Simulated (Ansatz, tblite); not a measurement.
Cost and result up the ladder for BMe2(CN) (C₃H₆BN) (11 atoms). Charge 0, multiplicity 1. Geometry: PBE-D4/def2-SVP.

Cartesian coordinates in Å:
```
B 0.163 0.158 -0.072
C -0.912 -0.315 -1.109
H -1.680 0.497 -1.132
H -1.439 -1.244 -0.820
H -0.538 -0.389 -2.150
C 0.234 -0.340 1.411
H 1.026 -1.129 1.422
H -0.697 -0.820 1.771
H 0.579 0.428 2.133
C 1.230 1.188 -0.547
N 2.033 1.966 -0.907
```

Ansatz on 4 threads of Arm Neoverse V2 on a shared host; xTB runs through tblite on one thread. Times are rough, summed over both states, and most runs start from the orbitals of an earlier one. PBE0-D4/def2-TZVP serves as the yardstick here, not as an exact answer. The other state is a triplet.

The xTB rows come from tblite.

xTB has no spin-polarisation term.

```tsv
level	functions	vertical triplet (eV)	difference from PBE0-D4/def2-TZVP (eV)
PBE-D4/def2-TZVP	191	4.43	-0.32
r2SCAN-D4/def2-TZVP	191	4.49	-0.26
PBE0-D4/def2-TZVP (with forces)	191	4.75	0.00
GFN1-xTB	32	4.20	-0.56
GFN2-xTB	26	3.60	-1.15
```

Task: Estimate how long each takes.

Result: GFN2-xTB 0.006 s; GFN1-xTB 0.01 s; PBE-D4/def2-TZVP 4.2 s; r2SCAN-D4/def2-TZVP 9.1 s; PBE0-D4/def2-TZVP (with forces) 11 s. On shared hardware such times vary by a factor of up to 3.
